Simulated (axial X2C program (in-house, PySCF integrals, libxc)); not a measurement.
## Nuclear properties of FCuF

Calculated with an in-house all-electron X2C program for linear molecules (integrals from PySCF): two-component X2C with atomic mean-field Coulomb and Gaunt terms, Gaussian nuclei, basis F dyall-av3z, Cu dyall-v3z with contracted cores.

F–Cu–F held linear, with bonds 1.714 and 1.714 Å (near the PBE0 minimum at charge 0 of the determinant lowest at the starting distance; the state shown can have its own minimum elsewhere, held linear; other orders of the atoms were not compared).

Input and command:
```json
{"zs": [9, 29, 9], "q": 0, "bas": ["dyall-av3z", "dyall-v3z", "dyall-av3z"], "r0": [1.76, 1.76], "symm": 1, "scan": ["PBE0", "HF", "r2SCAN"], "levels": ["PBE0", "HF", "B3LYP"], "nst": 2}
```
```bash
python solin.py task.json out
```

Keys: zs atomic numbers; q charge; bas basis sets; r0 starting distance in Å; symm equal bonds; scan levels of the two-bond scan; levels methods; nst determinants followed.

Determinant lowest in the PBE0 search, Ω = 1/2 (⟨Sz⟩ = 0.49, ⟨Lz⟩ = 0.01 at PBE0), spin on the atoms F 0.02, Cu 0.46, F 0.02:

```tsv
level	A∥/gI F (MHz)	qzz F (a.u.)	A∥/gI Cu (MHz)	qzz Cu (a.u.)
PBE0	48.5	1.45	1900	0.71
HF	25.1	0.98	1150	0.49
B3LYP	56.5	1.49	2010	0.73
```

Determinant 0.14 eV from it at PBE0 and this distance, Ω = 3/2 (⟨Sz⟩ = 0.50, ⟨Lz⟩ = 1.00 at PBE0), spin on the atoms F 0.06, Cu 0.37, F 0.06:

```tsv
level	A∥/gI F (MHz)	qzz F (a.u.)	A∥/gI Cu (MHz)	qzz Cu (a.u.)
PBE0	61.7	0.79	477	-0.50
HF	21.2	0.89	539	-1.57
B3LYP	69.3	0.73	459	-0.36
```

A∥ (defined per Ω) follows by multiplying with gI = μI/(I μN); qzz is the electric field gradient, eQq0 = 234.96 MHz × Q/barn × qzz. The operators were transformed with the bare-nucleus X2C matrices; with these basis sets, hyperfine constants and field gradients can be off by tens of per cent, and where levels differ in sign neither size nor sign is settled.

(1) With gI(63Cu) = 1.4824, Q(63Cu) = -0.22 barn (g factors from the IAEA table of nuclear moments by Stone; Q from Pyykkö, Mol. Phys. 2018), turn the PBE0 values of the first state into constants in MHz.

The molecule was held linear; bending was not examined, so a bent shape may lie lower.

Each state is one determinant with collinear spin. Unrestricted Hartree–Fock can overshoot spin polarisation at the nuclei. States lie within half an eV, so the first need not be the ground state. Where a field gradient or hyperfine factor spreads by more than a factor of two over the levels, a constant derived from it is not to be relied on. PBE0 term energies can be off by some tenths of an eV.

Answers

(1) A∥(63Cu) = 1900 × 1.4824 = 2820 MHz; eQq0(63Cu) = 234.96 × (-0.22) × (0.71) = -36.7 MHz.
